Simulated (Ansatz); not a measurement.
Born–Oppenheimer molecular dynamics of CH6O2Si (10 atoms, charge 0, multiplicity 1). It starts from a relaxed structure.

All numbers below come from RKS r2SCAN/6-31G (Ansatz 0.2.0).

- ensemble: NVE (velocity Verlet)
- time step: 0.5 fs
- steps asked: 250
- starting velocities drawn for: 500 K
- seed: 807964

First frame:

```xyz
10
Properties=species:S:1:pos:R:3
Si -0.078 -0.051 0.097
C 0.057 0.039 1.974
H -0.931 -0.075 2.433
H 0.720 -0.742 2.362
H 0.451 1.016 2.273
H 1.216 0.135 -0.636
O -1.216 1.188 -0.281
H -1.447 1.433 -1.192
O -0.589 -1.596 -0.474
H -1.383 -2.044 -0.138
```

Question: How far do the bonds stretch over the last three quarters of this one trajectory? (Pairs bonded in most of those frames.)

Answer: 
```csv
bond,mean (Å),spread (Å),shortest,longest
Si1–C2,1.890,0.039,1.83,1.96
Si1–H6,1.503,0.023,1.47,1.54
Si1–O7,1.733,0.035,1.68,1.79
Si1–O9,1.725,0.035,1.66,1.79
C2–H3,1.100,0.040,1.04,1.16
C2–H4,1.098,0.036,1.04,1.16
C2–H5,1.099,0.036,1.04,1.16
O7–H8,0.972,0.013,0.95,0.99
O9–H10,0.975,0.024,0.93,1.01
```

Mean temperature of the second half: 244 K. The conserved energy stayed within 0.44 meV per atom of its start (net change 0.081 meV per atom), so the integration is sound. Over the second half the temperature averaged 0.49 of the 500 K drawn at the start: a run that starts near a minimum puts about half its kinetic energy into the potential. A run of 0.12 ps of so small a system gives no equilibrium averages. Limits of this set-up: no polarisation functions.

The run took 15 min on 1 thread of Arm Neoverse V1 (shared host), peak memory 0.12 GiB.
